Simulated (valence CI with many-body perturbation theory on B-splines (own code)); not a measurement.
E1 transitions of Au VII

Calculated by configuration interaction combined with many-body perturbation theory (CI+MBPT): five valence electrons over a frozen Dirac-Fock core [Xe] 4f14, a basis of 7 s, 7 p, 8 d, 6 f, 4 g, 1 h functions for each j, with the one-electron correlation potential Σ1 (screened to all orders), the two-electron term Σ2, the three-electron term Σ3, Breit, model QED; selected single and double excitations, second order for the rest, scaled by the run's own slope (own B-spline code, finite nucleus).

No measured spectrum was set against this ion. As an estimate, terms of the open shell hold to 2 to 4 % of their energy, and close levels can change places; different configurations can be misplaced against each other by 1,000 to 8,000 cm⁻¹. Among the levels kept, up to 2100 cm⁻¹ of a level comes from second order outside the variational space, and about a tenth of that is noise between levels of different J, which matters for small intervals. The list stops below the first excitations out of the core.

Lines 1 to 50 of 600 in falling wavelength, among levels below 324750 cm⁻¹, chosen from the strongest by gf and those to the six lowest levels. Wavelengths and rates use the calculated energies, so an error of 2000 cm⁻¹ moves a line at 127.6 nm by 2.6 % and its rate by three times that or more. Electric multipoles are in the length gauge, E1 and E2 with the static RPA response of the core. Weak lines are less certain than strong ones. Lines between different terms over intervals too small for the method are left out, as are lines whose strength nearly cancels. Where a level lies close to another of its J and parity, the split of strength between their lines is uncertain. The highest levels of a list are the least certain.

Levels are named by their leading jj configuration (3d3/2^4 stands for four electrons in 3d with j = 3/2), which in mixed levels can hold well under half, so a name can repeat and another be missing. Letters in brackets count levels of one name in rising energy.

```tsv
λ vac (nm)	Upper	Lower	A (s⁻¹)	S (a.u.)
127.6	(5d3/2^3 5d5/2 6p1/2) J=5/2	(5d3/2^3 5d5/2 6s) J=3/2 [b]	2.04e+08	1.25e+00
127.5	(5d3/2 5d5/2^3 6p3/2) J=9/2	(5d3/2 5d5/2^3 6s) J=7/2 [f]	9.94e+07	1.02e+00
127.5	(5d3/2^3 5d5/2 6p1/2) J=7/2 [a]	(5d3/2^3 5d5/2 6s) J=5/2	2.32e+08	1.89e+00
125.6	(5d3/2^2 5d5/2^2 6p1/2) J=9/2 [c]	(5d3/2 5d5/2^3 6s) J=7/2 [a]	9.89e+07	9.67e-01
123.0	(5d3/2^2 5d5/2^2 6p3/2) J=9/2 [b]	(5d3/2^2 5d5/2^2 6s) J=7/2 [f]	1.66e+08	1.52e+00
123.0	(5d3/2 5d5/2^3 6p1/2) J=11/2 [a]	(5d3/2 5d5/2^3 6s) J=9/2 [b]	1.10e+08	1.21e+00
122.9	(5d3/2^2 5d5/2^2 6p1/2) J=5/2 [a]	(5d3/2^3 5d5/2 6s) J=5/2	1.53e+08	8.39e-01
121.0	(5d3/2^2 5d5/2^2 6p1/2) J=3/2 [c]	(5d3/2^2 5d5/2^2 6s) J=1/2 [b]	2.32e+08	8.11e-01
120.8	(5d3/2^2 5d5/2^2 6p1/2) J=7/2 [c]	(5d3/2^2 5d5/2^2 6s) J=5/2 [e]	1.91e+08	1.33e+00
120.2	(5d3/2^3 5d5/2 6p1/2) J=9/2	(5d3/2^3 5d5/2 6s) J=7/2	3.55e+08	3.05e+00
120.2	(5d3/2^2 5d5/2^2 6p1/2) J=5/2 [d]	(5d3/2^2 5d5/2^2 6s) J=3/2 [c]	2.30e+08	1.19e+00
120.2	(5d3/2 5d5/2^3 6p3/2) J=9/2	(5d3/2 5d5/2^3 6s) J=9/2 [c]	8.86e+07	7.59e-01
120.2	(5d3/2^2 5d5/2^2 6p1/2) J=9/2 [a]	(5d3/2^2 5d5/2^2 6s) J=7/2 [c]	1.54e+08	1.32e+00
120.2	(5d3/2^2 5d5/2^2 6p1/2) J=5/2 [f]	(5d3/2 5d5/2^3 6s) J=5/2 [a]	1.61e+08	8.25e-01
120.1	(5d3/2^2 5d5/2^2 6p1/2) J=7/2 [a]	(5d3/2^2 5d5/2^2 6s) J=7/2 [b]	1.29e+08	8.80e-01
120.0	(5d3/2 5d5/2^3 6p1/2) J=9/2 [a]	(5d3/2 5d5/2^3 6s) J=7/2 [b]	2.39e+08	2.04e+00
119.8	(5d3/2^2 5d5/2^2 6p1/2) J=13/2	(5d3/2^2 5d5/2^2 6s) J=11/2 [b]	4.15e+08	4.93e+00
119.5	(5d3/2^2 5d5/2^2 6p1/2) J=5/2 [f]	(5d3/2^2 5d5/2^2 6s) J=3/2 [d]	2.84e+08	1.44e+00
119.4	(5d3/2^2 5d5/2^2 6p1/2) J=9/2 [a]	(5d3/2^2 5d5/2^2 6s) J=7/2 [b]	1.58e+08	1.33e+00
119.3	(5d3/2^2 5d5/2^2 6p3/2) J=7/2 [c]	(5d3/2^2 5d5/2^2 6s) J=7/2 [f]	1.25e+08	8.37e-01
119.0	(5d3/2^2 5d5/2^2 6p1/2) J=11/2 [a]	(5d3/2^2 5d5/2^2 6s) J=9/2 [b]	3.06e+08	3.05e+00
118.8	(5d3/2 5d5/2^3 6p1/2) J=3/2 [a]	(5d3/2 5d5/2^3 6s) J=3/2 [a]	2.92e+08	9.68e-01
118.7	(5d3/2^2 5d5/2^2 6p1/2) J=3/2 [b]	(5d3/2^2 5d5/2^2 6s) J=5/2 [c]	3.80e+08	1.26e+00
118.3	(5d3/2^2 5d5/2^2 6p3/2) J=9/2 [i]	(5d3/2 5d5/2^3 6s) J=9/2 [c]	1.08e+08	8.83e-01
118.3	(5d3/2 5d5/2^3 6p1/2) J=11/2 [a]	(5d3/2 5d5/2^3 6s) J=9/2 [a]	1.82e+08	1.79e+00
118.2	(5d5/2^4 6p1/2) J=5/2	(5d3/2 5d5/2^3 6s) J=5/2 [e]	1.51e+08	7.39e-01
117.8	(5d3/2^2 5d5/2^2 6p1/2) J=5/2 [b]	(5d3/2^2 5d5/2^2 6s) J=3/2 [a]	2.34e+08	1.13e+00
117.7	(5d3/2 5d5/2^3 6p1/2) J=7/2 [c]	(5d3/2 5d5/2^3 6s) J=5/2 [c]	2.48e+08	1.60e+00
117.7	(5d3/2^2 5d5/2^2 6p3/2) J=7/2 [d]	(5d3/2^2 5d5/2^2 6s) J=7/2 [f]	1.16e+08	7.45e-01
117.6	(5d3/2 5d5/2^3 6p1/2) J=7/2 [d]	(5d3/2 5d5/2^3 6s) J=7/2 [d]	1.62e+08	1.04e+00
117.5	(5d3/2^2 5d5/2^2 6p1/2) J=5/2 [b]	(5d3/2^2 5d5/2^2 6s) J=7/2 [c]	1.51e+08	7.23e-01
116.9	(5d3/2^2 5d5/2^2 6p1/2) J=9/2 [c]	(5d3/2^2 5d5/2^2 6s) J=7/2 [e]	3.72e+08	2.93e+00
116.9	(5d3/2 5d5/2^3 6p1/2) J=13/2	(5d3/2 5d5/2^3 6s) J=11/2 [b]	4.31e+08	4.75e+00
116.9	(5d3/2^2 5d5/2^2 6p1/2) J=5/2 [b]	(5d3/2^2 5d5/2^2 6s) J=5/2 [b]	2.61e+08	1.23e+00
116.8	(5d3/2^2 5d5/2^2 6p1/2) J=5/2 [f]	(5d3/2^2 5d5/2^2 6s) J=5/2 [f]	1.68e+08	7.93e-01
116.4	(5d3/2 5d5/2^3 6p1/2) J=7/2 [b]	(5d3/2 5d5/2^3 6s) J=5/2 [a]	1.96e+08	1.22e+00
116.0	(5d5/2^4 6p1/2) J=5/2	(5d3/2 5d5/2^3 6s) J=3/2 [d]	2.28e+08	1.05e+00
115.8	(5d3/2 5d5/2^3 6p1/2) J=5/2 [a]	(5d3/2 5d5/2^3 6s) J=7/2 [b]	3.15e+08	1.45e+00
115.7	(5d3/2^2 5d5/2^2 6p3/2) J=9/2 [i]	(5d3/2 5d5/2^3 6s) J=7/2 [e]	1.05e+08	8.04e-01
115.6	(5d3/2^2 5d5/2^2 6p1/2) J=9/2 [b]	(5d3/2^2 5d5/2^2 6s) J=9/2 [b]	3.26e+08	2.48e+00
115.6	(5d3/2^3 5d5/2 6p1/2) J=7/2 [b]	(5d3/2^3 5d5/2 6s) J=7/2	1.88e+08	1.14e+00
115.6	(5d3/2^2 5d5/2^2 6p1/2) J=5/2 [d]	(5d3/2^2 5d5/2^2 6s) J=7/2 [d]	2.82e+08	1.29e+00
115.4	(5d3/2^2 5d5/2^2 6p3/2) J=7/2 [c]	(5d3/2 5d5/2^3 6s) J=9/2 [b]	1.73e+08	1.05e+00
115.3	(5d3/2 5d5/2^3 6p1/2) J=1/2 [b]	(5d3/2 5d5/2^3 6s) J=1/2 [b]	4.99e+08	7.56e-01
115.0	(5d3/2 5d5/2^3 6p1/2) J=1/2 [a]	(5d3/2 5d5/2^3 6s) J=3/2 [a]	5.34e+08	8.02e-01
114.6	(5d3/2 5d5/2^3 6p1/2) J=9/2 [a]	(5d3/2 5d5/2^3 6s) J=7/2 [a]	1.35e+08	1.00e+00
114.5	(5d3/2^2 5d5/2^2 6p3/2) J=9/2 [b]	(5d3/2 5d5/2^3 6s) J=9/2 [a]	2.06e+08	1.53e+00
114.3	(5d3/2^2 5d5/2^2 6p1/2) J=1/2 [a]	(5d3/2^2 5d5/2^2 6s) J=1/2 [a]	8.70e+08	1.28e+00
114.3	(5d3/2 5d5/2^3 6p1/2) J=11/2 [a]	(5d3/2 5d5/2^3 6s) J=13/2	1.87e+08	1.66e+00
114.3	(5d3/2^2 5d5/2^2 6p1/2) J=11/2 [b]	(5d3/2^2 5d5/2^2 6s) J=11/2 [b]	3.80e+08	3.36e+00
```
